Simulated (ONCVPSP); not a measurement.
**rubidium (Rb): ONCV pseudisation with LDA (Perdew-Wang 92), fully relativistic reference atom.**

Rb (Z = 37), optimised norm-conserving Vanderbilt (ONCV), made with ONCVPSP 4.0.1 (LDA (Perdew-Wang 92), fully relativistic). Core [Ar] 3d10, reference 4s2 4p6 5s1. Waves: 4s+5s: rc 2.35 bohr, ncon 3, nbas 6, qcut 5.7 1/bohr, 2 projectors; 4p: rc 2.10 bohr, ncon 4, nbas 9, qcut 7.3 1/bohr, 1 projector; d scattering state at 0.42 Ha: rc 2.00 bohr, ncon 4, nbas 7, qcut 5.7 1/bohr, 1 projector. Local part: polynomial inside 1.35 bohr (lpopt 4, dvloc0 0 Ha). Core correction: none.

Open shells are filled in proportion to 2j + 1.

* Cutoffs needed: 13 Ha and 17 Ha (the cutoffs (Ha) at which the residual kinetic energy of the hardest occupied pseudo-wave falls to 1 and 0.1 mHa per electron)
* Ghost test: no bound ghost flagged; no localised positive-energy state flagged
* Largest excitation error: +13 meV (all-electron minus pseudo) for 4s2 4p5 5s1, out of 4 test configurations
